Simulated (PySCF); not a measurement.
A structure optimised at PBE-D3(BJ)/def2-SVP, used in a PySCF frequency run:

```xyz
7

O      1.2543     1.0979    -0.3939
Ge     0.0000     0.0000     0.3103
O      0.3236    -1.6352    -0.3939
O     -1.5779     0.5373    -0.3939
H      2.1477     0.7789    -0.1587
H     -0.3994    -2.2494    -0.1587
H     -1.7484     1.4706    -0.1587
```
Charge 0, spin multiplicity 2.

Write its SMILES, formula and point group.

[OH][Ge]([OH])[OH], GeH₃O₃, C3

What are its rotational constants (standard atomic weights)?

5.6777, 5.6777, 3.3886 GHz
